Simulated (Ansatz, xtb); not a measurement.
**Relative energy of two isomers of C7H6O**

Structure X is `C#Cc1ccoc1C`, a singlet and structure Y is `C#C[C@@H]1C=CC(=O)C1`, a singlet. Both are isolated molecules in the gas phase, relaxed with PBE0-D3(BJ)/def2-SVP; the shapes shown needn't be the lowest conformers.

X (Å):

```yaml
atoms:
  - { symbol: C, position_ang: [0.1570, -2.4155, 1.5875] }
  - { symbol: C, position_ang: [-0.0762, -1.2432, 1.3759] }
  - { symbol: C, position_ang: [-0.3491, 0.1269, 1.1285] }
  - { symbol: C, position_ang: [-1.4494, 0.9111, 1.6288] }
  - { symbol: C, position_ang: [-1.2768, 2.1567, 1.1179] }
  - { symbol: C, position_ang: [0.4010, 0.9801, 0.3491] }
  - { symbol: C, position_ang: [1.6402, 0.7834, -0.4312] }
  - { symbol: O, position_ang: [-0.1649, 2.2016, 0.3477] }
  - { symbol: H, position_ang: [0.3607, -3.4529, 1.7768] }
  - { symbol: H, position_ang: [-2.2486, 0.5680, 2.2804] }
  - { symbol: H, position_ang: [-1.8368, 3.0837, 1.2058] }
  - { symbol: H, position_ang: [1.9745, -0.2568, -0.3295] }
  - { symbol: H, position_ang: [2.4439, 1.4482, -0.0772] }
  - { symbol: H, position_ang: [1.4772, 0.9985, -1.4991] }
```

Y (Å):

```yaml
atoms:
  - { symbol: C, position_ang: [-0.5203, -2.4333, 0.1866] }
  - { symbol: C, position_ang: [-0.1704, -1.3809, 0.6720] }
  - { symbol: C, position_ang: [0.2411, -0.1067, 1.2544] }
  - { symbol: C, position_ang: [-0.9251, 0.8365, 1.4738] }
  - { symbol: C, position_ang: [-0.7071, 2.0604, 0.9776] }
  - { symbol: C, position_ang: [0.6238, 2.1211, 0.3299] }
  - { symbol: C, position_ang: [1.2177, 0.7166, 0.3938] }
  - { symbol: O, position_ang: [1.1499, 3.0865, -0.1633] }
  - { symbol: H, position_ang: [-0.8273, -3.3671, -0.2469] }
  - { symbol: H, position_ang: [0.6939, -0.3239, 2.2405] }
  - { symbol: H, position_ang: [-1.8240, 0.5067, 2.0001] }
  - { symbol: H, position_ang: [-1.3771, 2.9194, 1.0287] }
  - { symbol: H, position_ang: [1.2856, 0.3201, -0.6305] }
  - { symbol: H, position_ang: [2.2400, 0.7509, 0.7958] }
```

Quicker runs give these differences E(Y) − E(X): GFN2-xTB +13.92 kcal/mol; HF/STO-3G +13.36 kcal/mol (at GFN2-xTB geometries); r2SCAN-D4/def2-SVP +5.60 kcal/mol (at GFN2-xTB geometries).

Question: Estimate E(Y) − E(X) at the level CCSD(T)/def2-SVP + ΔMP2/def2-TZVPP.

Answer: Too close to call at this level: CCSD(T)/def2-SVP + ΔMP2/def2-TZVPP gives E(Y) − E(X) = +1.14 kcal/mol.

How the difference moves with the method:

```
                             level              geometry  E(Y) − E(X) (kcal/mol)  departure from the last row (kcal/mol)  job, with rough time for the two
                          GFN2-xTB              GFN2-xTB                    +13.92                                  +12.78              optimisation, 0.13 s
                         HF/STO-3G              GFN2-xTB                    +13.36                                  +12.22              single point, 0.34 s
                r2SCAN-D4/def2-SVP              GFN2-xTB                     +5.60                                   +4.46               single point, 3.7 s
              PBE0-D3(BJ)/def2-SVP  PBE0-D3(BJ)/def2-SVP                     +5.26                                   +4.11                optimisation, 96 s
                       HF/def2-SVP  PBE0-D3(BJ)/def2-SVP                     −2.19                                   −3.33           part of the CCSD(T) run
                      MP2/def2-SVP  PBE0-D3(BJ)/def2-SVP                     +4.60                                   +3.46           part of the CCSD(T) run
                  CCSD(T)/def2-SVP  PBE0-D3(BJ)/def2-SVP                     +1.54                                   +0.40                      single point
CCSD(T)/def2-SVP + ΔMP2/def2-TZVPP  PBE0-D3(BJ)/def2-SVP                     +1.14                                                        single point, 85 s
```

As drawn, Y has 3 C–C, 1 C=C, 1 C=O in place of 3 C∷C, 2 C∷O (∷ is an aromatic bond). Structure X has a 5-membered ring (with an aromatic ring), Y a 5-membered ring.

HF/def2-SVP puts the two in the other order. The largest departure from CCSD(T)/def2-SVP + ΔMP2/def2-TZVPP is that of GFN2-xTB, 12.78 kcal/mol. The last row adds to CCSD(T) the change of the MP2 difference between the two basis sets, here −0.40 kcal/mol.

With thermal terms from frequencies at re-optimised GFN2-xTB minima (ideal gas, soft modes damped towards free rotors, one conformer each, 298.15 K, 1 atm): on the last row, ΔE + ΔZPE = +1.09, ΔH = +0.84, ΔG = +1.40 kcal/mol.

The correlated steps freeze 8 core orbitals. Mirror images aren't counted in ΔG. Run with Ansatz 0.2.0, xtb 6.7.1; the last row on 4 threads of Arm Neoverse V2 on a shared host.
